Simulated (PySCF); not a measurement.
**NMR data sheet: 1,2-BN Cyclohexene**

```yaml
Formula: C4H10BN
SMILES: B1CCCCN1
Point_group_of_the_computed_structure: C1
Carbon_signals: 4
Proton_signals: 6
```

Bonds (- single, = double, # triple, : aromatic): B1-C2, C2-C3, C3-C4, C4-C5, C5-N6, N6-B1. B1 carries H7; C2 carries H8, H9; C3 carries H10, H11; C4 carries H12, H13; C5 carries H14, H15; N6 carries H16.

How the numbers were obtained: GIAO B97-2/pcSseg-2 shieldings, geometry from PBE0-D3(BJ)/def2-TZVP, in PySCF (one averaged value for each set of equivalent atoms, one conformer, no relativistic terms, no solvent).

Referencing at the same level of theory: ¹H and ¹³C against TMS; ¹¹B against BF3·OEt2; ¹⁵N against NH3.

```tsv
carbon	δC, type	δH (multiplicity)	HMBC from (2–3 bonds)	span of the C tensor (ppm)
C2	18.4, CH2	0.98 (m)	H7, H12/H13, H10/H11	32
C3	25.1, CH2	1.59 (m)	H7, H14/H15, H12/H13, H8/H9	12
C4	31.6, CH2	1.65 (m)	H14/H15, H10/H11, H8/H9	7
C5	46.9, CH2	3.10 (m)	H7, H12/H13, H10/H11	26
```

Other nuclei:
| atoms | nucleus | environment | δ (ppm) | σ (ppm) |
| --- | --- | --- | --- | --- |
| H7 | ¹H | hydrogen on a boron bonded to C, N, in a 6-membered ring | 4.98 | 26.66 |
| H16 | ¹H | hydrogen on a nitrogen bonded to C, B, in a 6-membered ring | 4.60 | 27.03 |
| B1 | ¹¹B | boron bonded to C, N, H, in a 6-membered ring | 39.5 | 60.2 |
| N6 | ¹⁵N | nitrogen bonded to C, B, H, in a 6-membered ring | 129.3 | 132.5 |

δC 46.9: sp3 CH2 bonded to N; the inductive effect lowers its shielding. δC 31.6, 25.1: sp3 CH2 in a ring; saturated and bonded to C and H only. δH 4.98: hydrogen on a boron bonded to C, N, in a 6-membered ring. δH 4.60: hydrogen on a nitrogen bonded to C, B, in a 6-membered ring; exchangeable, gas-phase position. δH 3.10: hydrogen on an sp3 CH2 bonded to N; its carbon carries N, which withdraws density.

The OH or NH signal is concentration- and solvent-dependent in practice; the value given is the gas-phase one. Hydrogens on boron are broadened and split by ¹¹B (spin 3/2, 80 %) and 10B (spin 3). A carbon bonded to boron is broadened by the quadrupolar boron nucleus and is often missing from a measured spectrum. Shifts are as computed. Against solution values, carbons near 30 ppm lie about +3 ppm off and those near 130 ppm about +7 ppm. Of 1211 compounds with measured shifts, 218 miss one by over three times the rms of a fit or turn the order of signals round; such compounds aren't used in these exercises. Experimental scales use liquid or dissolved standards, which lie at an offset from isolated NH3 (liquid NH3: subtract about 20 ppm). No couplings were computed; multiplicities are counted from neighbouring protons, with m where these are inequivalent, close in shift, in a saturated or five-membered ring or joined by F or P, and br s for small geminal =CH2 splittings.
